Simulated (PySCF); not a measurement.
Vertical excitations of a molecule C4H5F from TDDFT-LC-ωPBE/def2-SVPD run with PySCF 2.14.0, as energy in eV (oscillator strength): 6.27 (0.000), 6.86 (0.002), 7.08 (0.000), 8.49 (0.068), 8.78 (0.080), 9.36 (0.103), 9.58 (0.014), 9.73 (0.137), 9.79 (0.068), 9.90 (0.435). Lowest triplet (TDA): 5.13 eV. Geometry: PBE0-D3(BJ)/def2-SVP. Other conformers were not sampled.

**Question.** Identify the compound among the candidates.
A. C#C[C@H](C)F
B. C=C/C=C/F
C. C=C=C(C)F
D. CC=C=CF

**Answer.** A, C#C[C@H](C)F
